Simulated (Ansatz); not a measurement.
Ideal-gas functions of AgClF3P (`F[P+](F)(F)[Ag-][Cl]`) at 500 K and 1 bar, from an Ansatz frequency run at PBE0-D4/def2-TZVP.

Molar mass 231.29 g/mol, point group C3v (symmetry number 3), electronic degeneracy 1, moments of inertia 106.247, 795.701, 795.704 u Å². Harmonic wavenumbers (cm⁻¹, unscaled): 56, 56, 164, 164, 194, 360, 360, 366, 510, 927, 944, 944.

Use S(trans) = R[1.5 ln M + 2.5 ln T − 1.1517]; rotational temperatures θ = 24.2544 K / I; S(rot) = R[ln(√π/σ · √(T³/θAθBθC)) + 1.5]; for each mode x = 1.438777 ν̃/T, S = R[x/(eˣ − 1) − ln(1 − e⁻ˣ)] and H = RT x/(eˣ − 1); 1 cm⁻¹ = 0.0119627 kJ/mol; R = 8.31446 J/(mol·K).

**Question.** By hand: the entropy, in J/(mol·K).

**Answer.** Translation 187.5. Rotation: θ = 0.2283, 0.0305, 0.0305 K, giving 120.8. Vibration, mode by mode: 23.50, 23.50, 14.63, 14.63, 13.27, 8.38, 8.38, 8.26, 5.83, 2.25, 2.17, 2.17, in all 127.0. Electronic 0.0. Sum 435.3 J/(mol·K).

**Question.** By hand: H − E and G − E in kJ/mol, counted from the electronic energy.

**Answer.** Zero-point energy ½ × 5045 × 0.0119627 = 30.2; thermal vibration 28.6; translation, rotation and pV give 4 RT = 16.6. H − E = 75.4 kJ/mol, and G − E = 75.4 − 500 × 435.3/1000 = -142.2 kJ/mol.

Vibration gives 29 % of the entropy, 47.0 J/(mol·K) of it from the modes under 150 cm⁻¹: soft modes count most, and the harmonic formula is weakest for them. The sum counts one conformer and one mirror image; others add a mixing term.
